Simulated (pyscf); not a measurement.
## O=CrH(OH)(F)–F (SMILES [O]=[CrH]([OH])([F])[F]), singlet

Gas-phase minimum from PySCF at ωB97X-D3(BJ)/def2-SVP, one conformer. 

SMILES: [F][CrH]([F])(=[O])[OH]
```xyz
7

O     -1.9937    -0.6883    -0.9288
Cr    -0.5981    -1.1596    -0.6288
O      0.0168    -1.6604    -2.1693
F      0.6321    -0.0514    -0.1930
F     -0.7418    -1.6913     1.0281
H     -0.7192    -2.6527    -0.6364
H      0.5259    -2.4625    -2.3442
```
Charge 0, spin multiplicity 1.

Bond lengths (Å): O1–Cr2 1.503, Cr2–O3 1.733, Cr2–F4 1.712, Cr2–F5 1.746, Cr2–H6 1.498, O3–H7 0.966. Angles (°): O1–Cr2–O3 104.0, O1–Cr2–F4 121.0, O1–Cr2–F5 102.0, O1–Cr2–H6 103.7, O3–Cr2–F4 99.1, O3–Cr2–F5 141.7, O3–Cr2–H6 74.7, F4–Cr2–F5 90.8, F4–Cr2–H6 134.8, F5–Cr2–H6 72.2, Cr2–O3–H7 126.0.

Properties at ωB97X-D3(BJ)/def2-SVP:

```
Property                                                                                                                                                                                            Value
---------------------------------------------------------------------------------------------------------------------  ----------------------------------------------------------------------------------
Harmonic wavenumbers, unscaled                                                                                         186, 232, 267, 295, 337, 379, 609, 673, 708, 782, 877, 1029, 1258, 2131, 3894 cm⁻¹
Zero-point energy                                                                                                                                                                           19.5 kcal/mol
Rotational symmetry number                                                                                                                                                                              1
Entropy of this conformer at 298 K and 1 atm, rigid rotor and harmonic oscillator, modes under 100 cm⁻¹ raised to 100                                                                     324.6 J/(mol K)
Dipole moment                                                                                                                                                                                      3.42 D
```

Single-point totals, which compare only within one level:

```tsv
level	total energy (hartree)
ωB97X-D3(BJ)/def2-TZVP	-1395.95926
PBE/def2-TZVP	-1395.49570
r²SCAN/def2-TZVP	-1395.86389
B3LYP-D3(BJ)/def2-TZVP	-1396.02371
PBE0-D3(BJ)/def2-TZVP	-1395.41248
M06-2X/def2-TZVP	-1395.71852
ωB97M-D3(BJ)/def2-TZVP	-1396.04886
```

Soft torsions are taken as harmonic, which can shift the entropy by several J/(mol K).
